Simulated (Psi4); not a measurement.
Two rigid molecules brought together: BF3 ··· CH3Br (SMILES FB(F)F and CBr). Monomers: optimised at B3LYP-D3(BJ) (def2-TZVP), held rigid. Orientation: a higher rigid-body minimum at GFN2-xTB. Only R, the distance of the centres of mass, is varied, so the lowest point isn't the relaxed dimer.

Geometry at R = 2.99 Å (first 4 atoms: monomer A):
```
9

F      1.1568    -0.6200     0.0896
B      0.0000     0.0001    -0.0002
F     -0.0416     1.3148    -0.0235
F     -1.1152    -0.6949    -0.0659
C     -1.5409     1.3765    -3.0447
Br    -0.1248     0.0294    -2.9378
H     -2.4670     0.8621    -3.2756
H     -1.2726     2.0738    -3.8303
H     -1.5964     1.8720    -2.0819
```

Calculation: Psi4 with SAPT0/jun-cc-pVDZ, frozen core.

Components in kJ/mol:

| R / Å | electrostatics | exchange | induction | dispersion | total |
|---|---|---|---|---|---|
| 2.45 | -130.53 | 269.43 | -51.51 | -33.43 | 53.96 |
| 2.65 | -77.84 | 148.13 | -28.30 | -23.15 | 18.84 |
| 2.82 | -50.89 | 88.27 | -17.02 | -17.04 | 3.32 |
| 2.99 | -34.04 | 52.29 | -10.29 | -12.61 | -4.65 |
| 3.15 | -23.97 | 31.83 | -6.47 | -9.54 | -8.14 |
| 3.34 | -16.43 | 17.60 | -3.79 | -6.88 | -9.50 |
| 3.64 | -9.85 | 6.86 | -1.71 | -4.17 | -8.87 |
| 3.95 | -6.35 | 2.55 | -0.80 | -2.53 | -7.12 |
| 4.48 | -3.42 | 0.45 | -0.25 | -1.14 | -4.36 |
| 5.16 | -1.78 | 0.05 | -0.07 | -0.47 | -2.28 |
| 6.11 | -0.85 | 0.00 | -0.02 | -0.17 | -1.03 |
| 7.51 | -0.35 | 0.00 | 0.00 | -0.05 | -0.40 |
